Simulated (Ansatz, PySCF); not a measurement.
Noncovalent pair: C2H2 (SMILES C#C) (first 4 atoms) with C2H6O (SMILES COC); geometry from B3LYP-D3(BJ)/def2-TZVP.
(charge 0, multiplicity 1):
```xyz
13

C      0.5363     0.0417    -0.2194
C      0.0530     0.0058     0.8766
H      0.9640     0.0733    -1.1915
H     -0.3742    -0.0248     1.8575
C     -0.4745     1.3714     4.3598
O     -0.7518     0.0487     3.9441
C      0.1062    -0.9013     4.5446
H      0.5492     1.6652     4.0966
H     -0.6041     1.4801     5.4433
H     -1.1769     2.0269     3.8480
H      1.1555    -0.7074     4.2898
H     -0.1782    -1.8813     4.1656
H      0.0019    -0.8929     5.6363
```

Monomers are frozen at their geometry in the pair; levels with a basis set take the counterpoise correction.

Rows in 6-31G* carry no dispersion term and start afresh at each structure (6-31G* with six Cartesian d functions).

Programs: Ansatz (Gaussian orbitals); PySCF for 6-31G* rows, the dispersion terms. 

Q: One of these levels gives -11.0 kJ/mol for the interaction energy. Which one is it?
A. B3LYP/6-31G*
B. r2SCAN-D3(BJ)/def2-TZVPPD
C. BHLYP/def2-TZVPPD

A: C, BHLYP/def2-TZVPPD. The others give -14.2 (r2SCAN-D3(BJ)/def2-TZVPPD), -9.6 (B3LYP/6-31G*)

Ansatz is a quantum-chemistry and plane-wave program.
